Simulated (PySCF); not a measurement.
PySCF 2.14 output of an unrestricted BP86 calculation on a single atom or ion in cc-pVDZ-DK, with the spin-free X2C one-electron Hamiltonian (Gaussian nucleus):

```
SCF conv_tol = 1e-09
number electrons alpha = 1  beta = 1
    A. D. Becke.,  Phys. Rev. A 38, 3098 (1988)
    J. P. Perdew.,  Phys. Rev. B 33, 8822 (1986)
cycle= 1 E= -2.8982278535516  delta_E= -7.13e-06  |g|= 0.00144  |ddm|= 0.0127
cycle= 2 E= -2.89822868552676  delta_E= -8.32e-07  |g|= 0.000492  |ddm|= 0.00433
cycle= 3 E= -2.89822879545939  delta_E= -1.1e-07  |g|= 2.88e-09  |ddm|= 0.0011
cycle= 4 E= -2.89822879545939  delta_E= -4.44e-16  |g|= 1.78e-09  |ddm|= 2.47e-09
converged SCF energy = -2.89822879545939  <S^2> = 6.6613381e-16  2S+1 = 1
```

The run itself started from symmetry-adapted Hartree-Fock orbitals and held the occupation by maximum overlap, on a logarithmic radial grid, so the iterations belong to that start.

Q: Which element, charge and spin multiplicity is this?

A: He (helium, neutral), multiplicity 1; the state was 1s2, closed-shell 1S.
